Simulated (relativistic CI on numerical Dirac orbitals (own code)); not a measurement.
**Hyperfine structure of K XIII, mass number 41**

Method of calculation: Dirac-Coulomb-Breit CI, separate exchange-only KLI orbitals for each configuration, model QED (radiative potential, 1s self-energy scaled to tabulated hydrogen-like ionisation energies), unscaled Slater integrals (own radial code, finite nucleus).

Configuration list (outside the closed core 1s2): 2s2.2p3, 2s.2p4, 2p5, 2p4.3s, 2s2.2p2.3s, 2p4.3p, 2p4.3d, 2s2.2p2.3p, 2s2.2p2.3d, 2s.2p3.3s, 2s.2p3.3p, 2s.2p3.3d, 2s2.2p2.4s, 2s2.2p2.4p, 2s2.2p2.4d, 2s2.2p2.4f. Levels of other configurations are missing.

Nuclear spin I = 3/2, μ = 0.21487 μN, Q = 0.0734 b (tables of Stone and Pyykkö). The electronic factors are computed for point nuclear moments, without core polarisation or the Bohr-Weisskopf and QED corrections.

```
          Level  E (cm⁻¹)  A (MHz)  B (MHz)
2s2.2p3 2D°_3/2    104678     1496      983
2s2.2p3 2D°_5/2    109963     2503     -9.9
2s2.2p3 2P°_1/2    163197     6923         
2s2.2p3 2P°_3/2    170695     1432    -1010
  2s.2p4 4P_5/2    481813     5872     1260
  2s.2p4 4P_3/2    497512     5449    -1010
  2s.2p4 4P_1/2    505027    11750         
  2s.2p4 2D_3/2    671680    -1741    -1760
```

Levels with J = 0, under 50 % of one LS term, or S terms without an open s electron are left out. Small factors come from cancelling terms and can be off by tens of per cent or more.

At this charge energies of transitions that change n are usually good to better than 1 %, and those within a shell (Δn = 0) to a few per cent.

(1) Give the hyperfine levels of 2s2.2p3 2D°_5/2 relative to its centre of gravity.

Results:

(1) With K = F(F + 1) − I(I + 1) − J(J + 1), E = AK/2 + B[¾K(K + 1) − I(I + 1)J(J + 1)]/[2I(2I − 1)J(2J − 1)]: F = 1: -13150, F = 2: -8135, F = 3: -620.4, F = 4: 9385 MHz.
